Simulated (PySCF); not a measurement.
C6H9NO.
Numbering: `[CH2:1]=[CH:2][C:3](=[CH2:4])[C:5](=[O:6])[NH:7][CH3:8]` (hydrogens: H9, H10 on C1; H11 on C2; H12, H13 on C4; H14 on N7; H15, H16, H17 on C8)

Geometry (GFN2-xTB, Å), atoms numbered from 1 in this order:
```xyz
17
C6H9NO angstrom
C     -2.300    1.323   -0.150
C     -2.098    0.014   -0.069
C     -0.868   -0.619    0.385
C     -0.772   -1.944    0.518
C      0.301    0.252    0.743
O      0.238    1.195    1.504
N      1.450   -0.124    0.133
C      2.704    0.554    0.349
H     -1.549    2.033    0.149
H     -3.238    1.725   -0.495
H     -2.880   -0.678   -0.356
H      0.121   -2.421    0.885
H     -1.605   -2.592    0.300
H      1.440   -0.910   -0.498
H      2.513    1.369    1.046
H      3.442   -0.124    0.781
H      3.094    0.959   -0.586
```

Theory: PySCF, TDDFT B3LYP/def2-SVPD, vertical, gas phase, core orbitals frozen in the response.

Transition dipole moments from the ground state, in atomic units and in the frame of the coordinates above (overall signs are arbitrary), for the states with f of 0.002 or more among the lowest 6:

| state | E (eV) | μx | μy | μz |
| --- | --- | --- | --- | --- |
| S1 | 4.716 | 0.178 | -0.038 | 0.054 |
| S2 | 5.075 | -0.316 | 0.104 | 0.072 |
| S3 | 5.475 | 0.467 | -1.456 | 0.257 |
| S4 | 5.783 | -0.072 | 0.127 | -0.026 |
| S5 | 6.141 | 0.522 | -0.793 | 0.255 |
| S6 | 6.324 | -0.254 | 0.421 | -0.229 |

(1) What oscillator strength does each state have?

(2) What angle do the transition dipoles of S5 and S6 make?

(3) What peak molar absorption coefficient would the strongest computed level give as a lone Gaussian band 0.5 eV wide at half height?

Results:

(1) f = (2/3) ΔE |μ|² with ΔE in hartree (27.2114 eV).

| state | \|μ\|² (au) | \|μ\| (D) | f |
| --- | --- | --- | --- |
| S1 | 0.036 | 0.48 | 0.004 |
| S2 | 0.116 | 0.87 | 0.014 |
| S3 | 2.403 | 3.94 | 0.322 |
| S4 | 0.022 | 0.38 | 0.003 |
| S5 | 0.966 | 2.50 | 0.145 |
| S6 | 0.295 | 1.38 | 0.046 |

(2) |cos θ| = |μa·μb| / (|μa| |μb|) = 0.98, so θ ≈ 10° (taken between 0 and 90°, since the signs are arbitrary).

(3) ε(max) = 2.175×10⁸ f / FWHM, with the width in cm⁻¹. S3: 2.175×10⁸ × 0.3223 / 4033 ≈ 17000 L mol⁻¹ cm⁻¹.

On Arm Neoverse N1, one thread, shared host with 64 logical CPUs at a one-minute load of 53, this took 79 s of wall time and 1.0 GiB of memory at its peak.

One conformer stands for the species.
